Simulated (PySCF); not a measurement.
**Core-level binding energies of `C[SiH2][SiH2]O`**

Compound: CH8OSi2.
Geometry (PBE0-D3(BJ)/def2-SVP, Å), atoms numbered from 1 in this order:
```
atom  x, y, z in Å
C1     2.0954    0.4943    0.0121
Si2    0.5549   -0.4019   -0.6086
Si3   -1.4107    0.6594    0.1247
O4    -2.7859   -0.1641   -0.3595
H5     2.1335    1.5225   -0.3788
H6     3.0071   -0.0292   -0.3137
H7     2.1032    0.5446    1.1115
H8     0.5568   -0.4715   -2.1053
H9     0.5469   -1.8159   -0.1046
H10   -1.5294    2.0249   -0.4641
H11   -1.3487    0.8069    1.6190
H12   -2.8436   -1.0855   -0.0912
```

The calculation used delta-SCF UKS SCAN, pcX-2 on the ionised atom, pcseg-1 elsewhere, spin-free X2C (PySCF 2.14.0). Binding energies are ΔSCF values: E(core-ionised, relaxed orbitals) − E(ground state) at a fixed geometry, referred to the vacuum level.

Question: What binding energy does each computed site have?

Answer: 
| atom(s) | bonded to | level | binding energy (eV) | 2p1/2 (eV) | above the level's lowest (eV) | count |
| --- | --- | --- | --- | --- | --- | --- |
| Si2 | C, 2 H and Si | Si 2p3/2 | 106.29 | 106.91 | 0.00 | 1 |
| Si3 | O, 2 H and Si | Si 2p3/2 | 107.02 | 107.64 | +0.73 | 1 |
| C1 | 3 H and Si | C 1s | 290.36 | – | 0.00 | 1 |
| O4 | H and Si | O 1s | 538.42 | – | 0.00 | 1 |
| Si2 | C, 2 H and Si | Si 1s | 1845.99 | – | 0.00 | 1 |
| Si3 | O, 2 H and Si | Si 1s | 1846.85 | – | +0.86 | 1 |

The listed Si 1s values span 0.86 eV, from Si2 (bonded to C, 2 H and Si) to Si3 (bonded to O, 2 H and Si). Summing the Pauling electronegativity differences to the bonded atoms, each weighted by its formal bond order, gives +1.25 for the lowest site and +2.14 for the highest.

Lowest listed Si 2p3/2: Si2, bonded to C, 2 H and Si. Highest, 0.73 eV above it: Si3, bonded to O, 2 H and Si.

Question: Which effective nuclear charge Zeff reproduces each element's mean 1s value in the hydrogen-like formula E = 13.606 eV × Zeff²?

Answer: C (Z = 6): mean 290.4 eV, Zeff = 4.62, Z − Zeff = 1.38; O (Z = 8): mean 538.4 eV, Zeff = 6.29, Z − Zeff = 1.71; Si (Z = 14): mean 1846.4 eV, Zeff = 11.65, Z − Zeff = 2.35. Means run over the listed sites, weighted by atom count.

Spin–orbit coupling isn't in the SCF: each 2p doublet comes from a relaxed spin-free hole plus a matrix of the shell (mean-field spin–orbit coupling and the ground-state 2p splitting), with 2p3/2 averaged over its two sublevels. 2p1/2 minus 2p3/2 (ligand field included): Si 0.62 eV. One conformer (not necessarily the lowest) at the PBE0-D3(BJ)/def2-SVP geometry, without solvent, vibrations or thermal averaging.

On one thread of an Arm Neoverse V1, on a shared host, this took 31 s.
